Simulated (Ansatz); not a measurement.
hexafluoropropene (C3F6), singlet, geometry from GFN2-xTB. Base run: Ansatz (a program for electronic structure) with PBE/6-31G.

Ansatz was given this input:
Ansatz 0.2 input:
```yaml
crystal:
  periodic: [false, false, false]
  atoms:
    - {symbol: F, position_ang: [2.49184748, -0.18829557, 0.79842098]}
    - {symbol: C, position_ang: [1.31418502, 0.24683492, 0.42467974]}
    - {symbol: F, position_ang: [1.26067366, 1.55824784, 0.42112146]}
    - {symbol: C, position_ang: [0.28229877, -0.52520184, 0.08521556]}
    - {symbol: F, position_ang: [0.37606850, -1.85663792, 0.10149667]}
    - {symbol: C, position_ang: [-1.06436063, 0.03101770, -0.34154878]}
    - {symbol: F, position_ang: [-1.61086992, 0.78624932, 0.61807922]}
    - {symbol: F, position_ang: [-0.95447491, 0.80748822, -1.42550070]}
    - {symbol: F, position_ang: [-1.91799358, -0.94215242, -0.62584863]}
basis:
  gaussian:
    orbitals: 6-31G
hamiltonian:
  xc: pbe
```

Each row names what was changed in the base input (with any setting that the change needs).

```json
[
 {"change": "base", "basis functions": "81", "E (Eh)": "-712.45048"},
 {"change": "basis = ANO-RCC-VDZP; relativity = none", "basis functions": "126", "E (Eh)": "-712.88119"},
 {"change": "basis = x2c-SVPall; relativity = spin-free X2C; nucleus = Gaussian", "basis functions": "126", "E (Eh)": "-712.67048"},
 {"change": "basis = jorge-DZP-DKH; relativity = none", "basis functions": "135", "E (Eh)": "-712.78120"},
 {"change": "basis = x2c-SVPall; relativity = none", "basis functions": "126", "E (Eh)": "-712.08833"},
 {"change": "basis = ANO-RCC-VDZP; relativity = spin-free X2C; nucleus = Gaussian", "basis functions": "126", "E (Eh)": "-713.52375"},
 {"change": "basis = jorge-DZP-DKH; relativity = spin-free X2C", "basis functions": "135", "E (Eh)": "-713.38760"},
 {"change": "basis = jorge-DZP-DKH; relativity = spin-free X2C; nucleus = Gaussian", "basis functions": "135", "E (Eh)": "-713.38745"},
 {"change": "basis = ANO-RCC-VDZP; relativity = spin-free X2C", "basis functions": "126", "E (Eh)": "-713.52390"},
 {"change": "basis = x2c-SVPall; relativity = spin-free X2C", "basis functions": "126", "E (Eh)": "-712.67062"}
]
```

Total energies compare only within one method and basis.

Ansatz warned in this series: the basis is contracted for relativity, which the run leaves out.

Basis sets contracted for a relativistic Hamiltonian are a mismatch without it, so the rows without relativity aren't non-relativistic limits. No row has spin-orbit coupling; sets with core potentials leave out the core electrons.
